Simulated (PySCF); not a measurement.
## Name the molecule from its bond curve

A diatomic of charge -1 contains K. Its doublet curve at r²SCAN0 in a double-zeta basis (no relativity, PySCF), in eV from the separated fragments:

(R (Å), E (eV)): (3.434, -0.550), (3.594, -0.597), (3.753, -0.626), (3.873, -0.638), (3.993, -0.643), (4.113, -0.643), (4.272, -0.637), (4.472, -0.622), (4.712, -0.598), (5.031, -0.560)

The fit gives ωe = 77.4 cm⁻¹ and the rotational constant Bₑ = 0.07096 cm⁻¹.

Question: Which atom is the partner?

Answer: The minimum lies at 4.054 Å, so the reduced mass is 16.8576 u Å² cm⁻¹/(Bₑ·Re²) = 14.45 u. With K at 38.96 u the partner weighs about 23.0 u: Na. The molecule is KNa⁻.

The highest Kohn–Sham level is positive in this anion. Much of that is self-interaction error, but it also means that the finite basis helps to hold the extra electron. The state is the lowest determinant that a PBE0 search found; another state may lie lower at other levels.
